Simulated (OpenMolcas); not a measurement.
Ru3+ in tetrahedral coordination: ligands and hosts compared

```yaml
Program: OpenMolcas
Method: SS-CASPT2, IPEA 0.25 Eh, imaginary shift 0.1 Eh
Active_space: 5 electrons in 5 orbitals (4d)
Spin-orbit_coupling: RASSI with atomic mean-field integrals over the reference wave functions
```

Distances were set from a Shannon-type radius of the metal (high-spin where two are listed) plus a fixed donor radius (F 1.31, O 1.38, Cl 1.76 Å). Anionic complexes are neutralised by point charges, and hosts are embedded clusters. Ligand basis ANO-RCC-VDZP. States (labels of Td). Energies in cm-1 above the lowest state or level, χT in cm3 K/mol.

```csv
Ligand or host,R (Å),Metal basis,Outer charge (e at Å behind ligand),Ground state,First gap with spin-orbit (degeneracies),χT at 300 K,First state of another spin
F,1.86,ANO-RCC-VDZP,0.25 at 3.2,6A1,"4 (2, 4)",4.289,2T2 7590
O,1.93,ANO-RCC-VDZP,1.2 at 2.8,6A1,"2 (2, 4)",4.320,2S+1 = 4: 9050
Cl,2.31,ANO-RCC-VDZP,0.25 at 2.6,6A1,"4 (2, 4)",4.256,2T2 6190
```

The rows also differ in their outer charges, so part of each step comes from that.

Roots that are degenerate in the reference are averaged as groups; the widest CASPT2 spread within a group is 740 cm-1 (the 3-fold group of multiplicity 4 near 6250 cm-1 above the lowest state of its run, Cl). Shifts and gaps below about the spread of the groups concerned are not significant. Over all roots computed the reference weight is 0.73 to 0.76 in F, 0.67 to 0.70 in O, 0.67 to 0.72 in Cl; a low but even weight reflects the number of correlated electrons. Ligand-to-metal charge-transfer states are missing. These CASPT2 states fit no ligand-field parameters well, so their order and spin gaps are uncertain. With no ligand orbital active B as a rule stays too high, so bands that hang on it stand too high and its fall with covalency is understated. With one d shell and no ligand orbital active, 10Dq can be off by a tenth or more. The least metal-like active orbital is 82 % on the metal (Löwdin) and no ligand orbital is active, so the numbers are rough (holds for F). The least metal-like active orbital is 81 % on the metal (Löwdin) and no ligand orbital is active, so the numbers are rough (holds for O). The oxide ions are held by bare point charges, a crude embedding (holds for O). The least metal-like active orbital is 80 % on the metal (Löwdin) and no ligand orbital is active, so the numbers are rough (holds for Cl). No measured value stands beside these numbers; the geometry is a model, was not optimised and need not be the one that this ion takes.

A state without a sure symmetry label is named by its multiplicity alone.
